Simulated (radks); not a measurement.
The numbers below are computed, except where a source is named.
Task: The mean radii <r> (bohr) of the occupied orbitals of an atom or ion are listed with their occupations. Level of theory: scalar-relativistic Kohn-Sham, r2SCAN, spin-polarised, spherical densities, finite nucleus; meta-GGA in the generalised Kohn-Sham scheme; Fermi nuclear charge, rms radius of each element as measured or else 0.836 A^(1/3) + 0.57 fm (a radial shooting solver on a logarithmic mesh with Libxc functionals).

| orbital | occ. | <r> |
|---|---|---|
| 1s down | 1 | 0.03186 |
| 1s up | 1 | 0.03186 |
| 2s up | 1 | 0.1383 |
| 2s down | 1 | 0.1383 |
| 2p up | 3 | 0.1206 |
| 2p down | 3 | 0.1206 |
| 3s up | 1 | 0.3784 |
| 3s down | 1 | 0.3784 |
| 3p up | 3 | 0.3781 |
| 3p down | 3 | 0.3781 |
| 3d up | 5 | 0.3576 |
| 3d down | 5 | 0.3576 |
| 4s up | 1 | 0.9496 |
| 4s down | 1 | 0.9488 |
| 4p up | 3 | 1.044 |
| 4p down | 3 | 1.043 |
| 4d up | 5 | 1.444 |
| 4d down | 4 | 1.459 |

Name the element and its charge. Open shells, if any, are filled with parallel spins first.

Result: Z = 46, palladium, charge +1: Pd+ in [Kr] 4d9. The 1s radius gives Z: for a bare nucleus <r> = (2 gamma + 1)/(2Z) with gamma = sqrt(1 - (Z/c)^2), 0.03135 bohr for Z = 46, and screening makes it slightly larger (0.03186 here). The occupations add up to 45, and the charge is Z minus that.
